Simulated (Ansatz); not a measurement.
Born–Oppenheimer molecular dynamics of a periodic cell of 40 atoms, H₁₅C₂N₃ (contents 2 C2H6 + 6 NH3, density as packed 0.72 g/cm³ with natural masses). It goes on from the last frame of an earlier run, with new velocities.

The calculation used Ansatz, DFT PBE-D3(BJ), scalar-relativistic, plane waves, PAW. Settings: accuracy low, cutoff 420 eV, k mesh 1x1x1, fermi-dirac smearing 0.05 eV, no spin polarisation.

| Property | Result |
| --- | --- |
| ensemble | NVT, Nosé–Hoover chain |
| time step | 0.5 fs |
| steps asked | 400 |
| set temperature | 350 K |
| thermostat | time constant 200 fs, chain length 3 |
| seed | 418614 |

First frame:

```xyz
40
Lattice="7.2189 0.0000 0.0000 0.0000 7.2189 0.0000 0.0000 0.0000 7.2189" Properties=species:S:1:pos:R:3
C 5.911 5.542 -0.421
C 5.739 4.385 0.587
H 4.931 5.655 -0.950
H 6.224 6.465 0.019
H 6.622 5.136 -1.150
H 6.718 4.107 0.976
H 5.087 4.734 1.373
H 5.221 3.480 0.117
C 3.229 3.840 4.473
C 2.698 4.719 3.354
H 3.709 4.610 5.168
H 2.540 3.074 4.980
H 4.058 3.175 4.037
H 2.259 4.100 2.472
H 1.855 5.428 3.574
H 3.573 5.309 3.047
N 3.247 0.325 5.252
H 2.580 1.070 4.928
H 3.769 0.083 4.378
H 2.740 -0.550 5.301
N 5.848 7.383 2.628
H 6.821 7.248 2.313
H 5.884 7.776 3.534
H 5.423 6.469 2.697
N 3.734 1.765 1.378
H 3.817 2.750 1.705
H 4.639 1.290 1.603
H 3.739 1.723 0.370
N 7.274 2.957 3.262
H 6.331 2.728 2.935
H 7.199 4.020 3.472
H 7.996 2.662 2.572
N 6.714 1.291 6.194
H 7.084 1.998 5.525
H 5.768 1.051 5.812
H 6.525 1.608 7.158
N 1.276 7.130 1.328
H 1.344 7.144 0.313
H 1.874 7.918 1.573
H 1.853 6.266 1.447
```

What does the run give?

All steps were run.

* steps done: 400
* time covered: 200 fs
* mean temperature over the second half: 357 K
* spread of the potential energy over the second half: 3.2 meV per atom
* mean potential energy of the second half above the start: -1.1 meV per atom

The conserved energy stayed within 0.084 meV per atom of its start (net change 0.0023 meV per atom), so the integration is sound. A run of 0.2 ps of so small a system gives no equilibrium averages. Limits of this set-up: coarse k mesh, low accuracy level.

What happens to the structure?

Mean squared displacements from the first frame to the last, about the centre of mass: C 0.79 Å², H 1.56 Å², N 0.70 Å². This is one draw of velocities; another would differ in detail.

How do temperature and energy run in time?


| time (fs) | T (K) | potential energy less start (eV) | conserved less start (meV/atom) |
| --- | --- | --- | --- |
| 0.0 | 350 | 0.000 | 0.00 |
| 10.0 | 345 | 0.026 | 0.04 |
| 20.0 | 336 | 0.073 | 0.05 |
| 30.0 | 334 | 0.078 | 0.02 |
| 40.0 | 339 | 0.054 | 0.01 |
| 50.0 | 368 | -0.090 | 0.04 |
| 60.0 | 348 | 0.009 | 0.03 |
| 70.0 | 351 | -0.013 | 0.01 |
| 80.0 | 330 | 0.097 | 0.03 |
| 90.0 | 320 | 0.145 | 0.04 |
| 100.0 | 305 | 0.219 | 0.03 |
| 110.0 | 319 | 0.147 | 0.02 |
| 120.0 | 339 | 0.046 | 0.00 |
| 130.0 | 335 | 0.067 | 0.03 |
| 140.0 | 340 | 0.047 | 0.05 |
| 150.0 | 357 | -0.039 | 0.06 |
| 160.0 | 377 | -0.143 | 0.02 |
| 170.0 | 371 | -0.114 | 0.00 |
| 180.0 | 370 | -0.108 | 0.02 |
| 190.0 | 330 | 0.090 | 0.02 |
| 200.0 | 353 | -0.029 | 0.00 |

The run took 12 min on 1 thread of Arm Neoverse V1 (shared host), peak memory 0.42 GiB.
